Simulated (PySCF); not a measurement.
Several orderings of computed values.

Species are written as SMILES; each is one conformer at its optimised geometry, gas phase, non-relativistic unless stated. Electronic properties by PySCF.

The conformers computed, where there is a choice (atom-mapped SMILES and torsion angles):
- `[NH2:1][SiH:2]([NH2:3])[F:4]`: H–N1–Si2–N3 47°, H–N1–Si2–N3 -161°, H–N3–Si2–N1 52°, H–N3–Si2–N1 -159°
- `[CH3:1][N:2]=[C:3]([O:4][C:5]([F:6])([F:7])[F:8])[O:9][C:10]([F:11])([F:12])[F:13]`: N2–C3–O4–C5 -3°, C3–O4–C5–F6 -179°, N2–C3–O9–C10 -179°, C3–O9–C10–F11 179°
- `[CH3:1][Se:2][CH2:3][C:4]([CH3:5])([CH3:6])[CH3:7]`: C1–Se2–C3–C4 172°, Se2–C3–C4–C5 58°
- `[O:1]=[CH:2]/[C:3]([F:4])=[CH:5]\[F:6]`: O1–C2–C3–F4 180°
- `[O:1]=[C:2]=[CH:3][O:4][CH:5]=[O:6]`: C2–C3–O4–C5 0°, C3–O4–C5–O6 0°
- `[CH3:1][GeH2:2][NH2:3]`: H–N3–Ge2–C1 64°, H–N3–Ge2–C1 -172°

Question: Rank by electronic spatial extent ⟨r²⟩ about the centre of nuclear charge, lowest first (B3LYP/def2-SVPD at PBE0-D3(BJ)/def2-SVP geometries).
A. `CN=C(OC(F)(F)F)OC(F)(F)F`
B. `N[SiH](N)F`
C. `C[Se]CC(C)(C)C`
D. `[SiH3][GeH2][GeH3]`

Answer: B (371 bohr²), D (1055 bohr²), C (1442 bohr²), A (2346 bohr²).

Question: By how much do the two ends of that ranking differ?

Answer: By 1975 bohr², between `CN=C(OC(F)(F)F)OC(F)(F)F` and `N[SiH](N)F`.

Question: Rank by HOMO–LUMO gap, lowest first (B3LYP/def2-SVPD at PBE0-D3(BJ)/def2-SVP geometries).
A. `C[Se]CC(C)(C)C`
B. `N[SiH](N)F`
C. `[SiH3][GeH2][GeH3]`
D. `CN=C(OC(F)(F)F)OC(F)(F)F`

Answer: A (5.65 eV), C (7.19 eV), B (7.71 eV), D (7.82 eV).

Question: Rank by lowest triplet excitation (Tamm–Dancoff), lowest first (TDA B3LYP/def2-SVPD at PBE0-D3(BJ)/def2-SVP geometries).
A. `N[SiH](N)F`
B. `[SiH3][GeH2][GeH3]`
C. `CN=C(OC(F)(F)F)OC(F)(F)F`
D. `C[Se]CC(C)(C)C`

Answer: D (4.14 eV), C (5.20 eV), B (5.77 eV), A (6.32 eV).

Question: Give the two extremes of that set in kJ/mol.

Answer: `C[Se]CC(C)(C)C`: 400 kJ/mol; `N[SiH](N)F`: 610 kJ/mol.

Question: Rank by dipole moment, highest first (PBE0-D3(BJ)/def2-SVP).
A. `O=C/C(F)=C\F`
B. `[CH3][Co][CH3]` [quartet]
C. `O=C=COC=O`
D. `[CH3][GeH2][NH2]`

Answer: C (2.75 D), A (2.34 D), B (1.36 D), D (0.93 D).

Question: Rank by HOMO energy, lowest first (B3LYP/def2-SVPD at PBE0-D3(BJ)/def2-SVP geometries).
A. `CN=C(OC(F)(F)F)OC(F)(F)F`
B. `[SiH3][GeH2][GeH3]`
C. `CC(C[Se]C)(C)C`
D. `N[SiH](N)F`

Answer: A (-8.30 eV), B (-7.67 eV), D (-7.52 eV), C (-5.70 eV).

Question: Rank by static isotropic polarisability, highest first (B3LYP/def2-SVPD at PBE0-D3(BJ)/def2-SVP geometries).
A. `[SiH3][GeH2][GeH3]`
B. `CN=C(OC(F)(F)F)OC(F)(F)F`
C. `C[Se]CC(C)(C)C`
D. `N[SiH](N)F`

Answer: C (105.2 au), A (102.1 au), B (71.6 au), D (43.4 au).

Question: Give the two extremes of that set as polarisability volumes in Å³.

Answer: `N[SiH](N)F`: 6.43 Å³; `C[Se]CC(C)(C)C`: 15.59 Å³.
